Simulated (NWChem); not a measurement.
CH5FOSi2; SMILES C1[SiH2][Si@H](F)O1

```xyz
10

F      0.3769    -1.9899    -0.6438
Si     0.0638    -0.8404     0.4618
O     -1.4001    -0.0765     0.1703
C     -1.0931     1.2445    -0.3134
Si     0.8247     1.3008    -0.0388
H      0.0847    -1.5436     1.7709
H     -1.6541     1.9925     0.2709
H     -1.3957     1.3470    -1.3696
H      1.6695     1.5702    -1.2400
H      1.2501     2.1846     1.0887
```
Atoms are numbered in this order, from 1.

Level: PBE0/def2-SVP (NWChem), optimised geometry, unscaled harmonic frequencies. 

### Question
List the harmonic frequencies with IR intensities, and the thermochemistry.

### Answer
```csv
frequency (cm⁻¹),IR intensity (km/mol)
94,3.0
158,5.1
283,18.1
405,9.0
437,11.2
469,2.2
544,12.2
646,15.7
707,121.0
739,11.2
825,101.1
833,78.0
853,23.2
920,134.6
941,133.4
1043,127.9
1207,1.0
1256,6.9
1461,1.8
2228,82.8
2244,79.6
2271,156.4
3063,27.7
3126,9.4
```

```
Item                                                                                Value
-----------------------------------------------------------------------  ----------------
zero-point energy                                                           38.2 kcal/mol
thermal correction to the enthalpy at 298.15 K (with zero-point energy)     42.8 kcal/mol
heat capacity Cv                                                         22.8 cal/(mol K)
entropy at 298.15 K and 1 atm (symmetry number 1)                        79.5 cal/(mol K)
dipole moment                                                                      2.26 D
```

Rigid rotor and harmonic oscillator; modes under 100 cm⁻¹ make the entropy uncertain.
